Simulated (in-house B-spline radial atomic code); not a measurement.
Configurations of O2+, with energies counted from [He] 2s2 2p2. Computed with a radial B-spline atomic code at the basis-set limit: non-relativistic LDA VWN5, spin-polarised, spherical fractional occupations, point nucleus. Shells without spins written out take the highest spin.

Occupations are held fixed; configurations that lie above the ionisation limit could autoionise.

| configuration | E - E(ref) (eV) | highest orbital | its <r> (bohr) |
| --- | --- | --- | --- |
| [He] 2s(1 up, 0 down) 2p(0 up, 3 down) | 14.511 | 2p down | 0.9922 |
| [He] 2s2 2p1 3s1 | 33.52 | 3s up | 2.849 |
| [He] 2s1 2p2 3p1 | 44.669 | 3p up | 3.011 |
| [He] 2s1 2p2 3d1 | 48.456 | 3d up | 3.04 |
| [He] 2s(1 up, 0 down) 2p(0 up, 2 down) 3d(1 up, 0 down) | 54.782 | 3d up | 3.157 |

Q: Order these further configurations by energy, lowest first.
A. [He] 2s1 2p2 3s1
B. [He] 2s2 2p1 3d1
C. [He] 2s2 2p(0 up, 1 down) 3p(0 up, 1 down)
D. [He] 2s(1 up, 0 down) 2p(2 up, 0 down) 3p(0 up, 1 down)
E. [He] 2s1 2p3

A: E (7.3323 eV), C (36.784 eV), B (40.646 eV), A (41.364 eV), D (45.723 eV).

Q: How far above the reference does [He] 2s2 2p(1 up, 1 down) lie?

A: 2.332 eV; its least bound orbital is 2p up with <r> = 1.001 bohr.
